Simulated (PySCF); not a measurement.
Two species compared at the same levels of theory.

First species: C₄H₉FSSi.
Numbering: `[CH3:1][CH2:2][Si:3]1([F:4])[CH2:5][S:6][CH2:7]1` (hydrogens: H8, H9, H10 on C1; H11, H12 on C2; H13, H14 on C5; H15, H16 on C7)

Second species: C4H5ClO2.
Geometry (GFN2-xTB, Å), atoms numbered from 1 in this order:
```xyz
12
C4H5ClO2 angstrom
C      2.0196    0.1444    0.1232
O      0.7478    0.6961    0.4249
C     -0.2871    0.0670   -0.1912
O     -0.6319   -1.2450    0.3618
C     -1.8813   -0.7480    0.6802
C     -1.6800    0.4921    0.2269
Cl    -2.5366    1.9391    0.0917
H      2.0723   -0.8984    0.4451
H      2.2219    0.2050   -0.9514
H      2.7423    0.7428    0.6722
H     -0.1396   -0.0496   -1.2764
H     -2.6461   -1.3460    1.1318
```

Levels: CAM-B3LYP/def2-SVPD for dipole moment, HOMO energy, LUMO energy, HOMO–LUMO gap, static isotropic polarisability and electronic spatial extent ⟨r²⟩ about the centre of nuclear charge; TDDFT CAM-B3LYP/def2-SVPD for lowest singlet excitation; TDA CAM-B3LYP/def2-SVPD for lowest triplet excitation (Tamm–Dancoff); GFN2-xTB for rotational constant A and rotational constant C. Geometries: GFN2-xTB. Each species is one conformer at its optimised geometry, gas phase, non-relativistic unless stated. Electronic properties by PySCF.

Dipoles, sizes and rotational constants follow the conformer. The torsions of the flexible species, by atom-mapped SMILES:
- `[CH3:1][CH2:2][Si:3]1([F:4])[CH2:5][S:6][CH2:7]1`: C1–C2–Si3–F4 50°
- `[CH3:1][O:2][C@H:3]1[O:4][CH:5]=[C:6]1[Cl:7]`: C1–O2–C3–O4 74°

Values for the first species:

- Dipole moment: 2.48 D
- HOMO energy: -7.75 eV
- LUMO energy: 0.79 eV
- HOMO–LUMO gap: 8.54 eV
- Lowest singlet excitation: 4.85 eV
- Lowest triplet excitation (Tamm–Dancoff): 4.42 eV
- Static isotropic polarisability: 89.2 au
- Electronic spatial extent ⟨r²⟩ about the centre of nuclear charge: 1253 bohr²
- Rotational constant A: 3.283 GHz
- Rotational constant C: 1.022 GHz

Question: Estimate the same properties for the second species, and the change in each.

Answer: 
```csv
property,first,second,second less first
dipole moment,2.48 D,1.47 D,-1.01 D
HOMO energy,-7.75 eV,-7.95 eV,-0.20 eV
LUMO energy,0.79 eV,0.84 eV,+0.05 eV
HOMO–LUMO gap,8.54 eV,8.79 eV,+0.25 eV
lowest singlet excitation,4.85 eV,5.68 eV,+0.83 eV
lowest triplet excitation (Tamm–Dancoff),4.42 eV,3.55 eV,-0.87 eV
static isotropic polarisability,89.2 au,68.0 au,-21.2 au
electronic spatial extent ⟨r²⟩ about the centre of nuclear charge,1253 bohr²,996 bohr²,-257 bohr²
rotational constant A,3.283 GHz,4.174 GHz,+0.891 GHz
rotational constant C,1.022 GHz,1.119 GHz,+0.097 GHz
```

On the first: The vertical singlet–triplet gap S1 − T1 is 0.43 eV (TDDFT singlet less Tamm–Dancoff triplet; S1: HOMO→LUMO, weight 0.69; T1: HOMO→LUMO, weight 0.65). The dipole equals about 8.3 × 10⁻³⁰ C·m (1 D = 3.33564 × 10⁻³⁰ C·m).

On the second: The vertical singlet–triplet gap S1 − T1 is 2.13 eV (TDDFT singlet less Tamm–Dancoff triplet; S1: HOMO→LUMO, weight 0.95; T1: HOMO→LUMO, weight 0.84). No computed singlet falls in the visible range (750 to 380 nm, 1.65 to 3.26 eV); S1 lies 2.42 eV above its blue end.
